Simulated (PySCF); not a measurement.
One of the candidates below gave these computed data.

| technique | computed result |
| --- | --- |
| Rotational structure | rotational constants A, B, C: 2.696, 0.827, 0.711 GHz [GFN2-xTB] |
| Triplet | lowest triplet excitation (Tamm–Dancoff): 2.19 eV [TDA PBE0/def2-SVPD] |
| 13C NMR | chemical shifts (computed TMS as zero) by class: 185.8 (1 C), 148.4 (1 C), 139.6 (1 C), 119.0 (1 C), 105.9 (1 C) ppm [GIAO PBE0/pcSseg-1] |
| NMR, other nuclei | isotropic shieldings of nuclei other than C and H, by class: 242 (3 F), 445 (1 S) ppm [GIAO PBE0/pcSseg-1] |
| Polarisability | 103.9 au [PBE0/def2-SVPD] |
| UV, first state | lowest singlet excitation: 2.62 eV (474 nm, f = 0.000) [TDDFT PBE0/def2-SVPD] |
| UV, strongest line | among the 6 lowest singlet transitions: S2 at 3.24 eV (383 nm, f = 0.079) [TDDFT PBE0/def2-SVPD] |

Gas-phase values; electronic properties from PySCF, density fitting. Levels stand in brackets. Isolated species at its GFN2-xTB geometry (one conformer only). No diffuse functions stand in pcSseg-1, which bears on an anion's orbital energies. NMR classes are plain means over equivalent atoms (diastereotopic ones count apart unless rotation or inversion swaps them), as if these changed places fast.

Question: Which candidate is it?
A. `C=C/C([S-])=C/C(F)(F)F`
B. `FC(F)=C(F)C1([S-])CC1`
C. `Cc1ccc([S-])cc1C`

Answer: A. It is `C=C/C([S-])=C/C(F)(F)F`. Numbering: `[CH2:1]=[CH:2]/[C:3]([S-:4])=[CH:5]/[C:6]([F:7])([F:8])[F:9]`. 5 carbons fall into 5 classes; from least to most shielded: fully substituted alkene carbon [C3] (185.8 ppm), alkene CH carbon [C2] (148.4 ppm), CF3 carbon [C6] (139.6 ppm), terminal =CH2 carbon [C1] (119.0 ppm), carbon bonded to 2 C and H [C5] (105.9 ppm). The other shieldings belong to: 242 ppm, fluorine of a CF3 group [F7/F8/F9]; 445 ppm, sulfur bonded to C [S4]. The optimised geometry has point group Cs and is an asymmetric top.

The others, at the same levels:
- `FC(F)=C(F)C1([S-])CC1` fails: it has 4 carbon classes against 5; its computed 13C shifts are 164.5 (1 C), 153.3 (1 C), 28.3 (1 C), 22.9 (2 C) ppm, rotational constant A is 1.946 GHz (against 2.696 GHz) and smallest rotational constant is 0.943 GHz (against 0.711 GHz).
- `Cc1ccc([S-])cc1C` fails: it has 8 carbons where the 13C data count 5; its computed 13C shifts are 179.8 (1 C), 139.4 (1 C), 136.2 (1 C), 132.4 (1 C), 130.1 (1 C), 114.1 (1 C), 23.4 (1 C), 22.9 (1 C) ppm and rotational constant A is 2.999 GHz (against 2.696 GHz).

Each candidate is one conformer, not necessarily the lowest. The conformers computed, where there is a choice (atom-mapped SMILES and torsion angles):
- `[CH2:1]=[CH:2]/[C:3]([S-:4])=[CH:5]/[C:6]([F:7])([F:8])[F:9]`: C1–C2–C3–S4 0°, C3–C5–C6–F7 180°
- `[F:1][C:2]([F:3])=[C:4]([F:5])[C:6]1([S-:7])[CH2:8][CH2:9]1`: C2–C4–C6–S7 -91°
